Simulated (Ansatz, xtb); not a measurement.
## Two isomers of C5H4BNS

We compare X, `Bc1sccc1C#N`, a singlet, with Y, `Bc1cc(C#N)cs1`, a singlet. Both are isolated molecules in the gas phase, relaxed with PBE-D3(BJ)/def2-SVP; the shapes shown needn't be the lowest conformers.

X (Å):

```xyz
12

C     0.8064    0.4160    0.2648
C    -1.4381   -0.5517   -0.3384
C    -0.4517   -0.9504   -1.2297
C     0.8215   -0.4042   -0.8913
C     2.0058   -0.6597   -1.6479
B     1.9414    1.1752    0.9487
N     2.9665   -0.8835   -2.2849
S    -0.8203    0.4730    0.8917
H     3.0598    1.1108    0.4823
H     1.7194    1.8327    1.9460
H    -2.5016   -0.8230   -0.3616
H    -0.6282   -1.6069   -2.0915
```

Y (Å):

```xyz
12

C     1.6214   -0.2042    0.0252
C     0.6885    0.5559   -0.6883
C    -0.5962   -0.0553   -0.7871
C    -1.7179    0.5160   -1.4627
C    -0.6366   -1.2997   -0.1372
B     3.0819    0.1070    0.3408
N    -2.6355    0.9909   -2.0203
S     0.8649   -1.6940    0.5691
H     3.5548    1.1519   -0.0616
H     3.7611   -0.6715    0.9805
H     0.9328    1.5323   -1.1280
H    -1.5015   -1.9714   -0.0655
```

Quicker runs give these differences E(Y) − E(X): GFN2-xTB +0.014 eV; HF/STO-3G −0.041 eV (at GFN2-xTB geometries); r2SCAN-D4/def2-SVP +0.003 eV (at GFN2-xTB geometries).

Problem. Estimate which is lower in electronic energy at CCSD(T)/def2-SVP + ΔMP2/def2-TZVPP, and by roughly how much.

Solution. Too close to call at this level: CCSD(T)/def2-SVP + ΔMP2/def2-TZVPP gives E(Y) − E(X) = −0.007 eV.

How the difference moves with the method:

```csv
level,geometry,E(Y) − E(X) (eV),departure from the last row (eV),"job, with rough time for the two"
GFN2-xTB,GFN2-xTB,+0.014,+0.021,"optimisation, 0.13 s"
HF/STO-3G,GFN2-xTB,−0.041,−0.034,"single point, 0.58 s"
r2SCAN-D4/def2-SVP,GFN2-xTB,+0.003,+0.010,"single point, 6.9 s"
PBE-D3(BJ)/def2-SVP,PBE-D3(BJ)/def2-SVP,+0.003,+0.010,"optimisation, 34 s"
HF/def2-SVP,PBE-D3(BJ)/def2-SVP,−0.073,−0.066,part of the CCSD(T) run
MP2/def2-SVP,PBE-D3(BJ)/def2-SVP,+0.029,+0.036,part of the CCSD(T) run
CCSD(T)/def2-SVP,PBE-D3(BJ)/def2-SVP,−0.010,−0.004,single point
CCSD(T)/def2-SVP + ΔMP2/def2-TZVPP,PBE-D3(BJ)/def2-SVP,−0.007,,"single point, 1.9 min"
```

As drawn, both hold the same kinds of bond in the same numbers.

The largest departure from CCSD(T)/def2-SVP + ΔMP2/def2-TZVPP is that of HF/def2-SVP, 0.066 eV. The last row adds to CCSD(T) the change of the MP2 difference between the two basis sets, here +0.004 eV.

With thermal terms from frequencies at re-optimised GFN2-xTB minima (ideal gas, soft modes damped towards free rotors, one conformer each, 298.15 K, 1 atm): on the last row, ΔE + ΔZPE = −0.007, ΔH = −0.007, ΔG = −0.008 eV.

The correlated steps freeze 12 core orbitals. Run with Ansatz 0.2.0, xtb 6.7.1; the last row on 2 threads of Arm Neoverse V2 on a shared host.
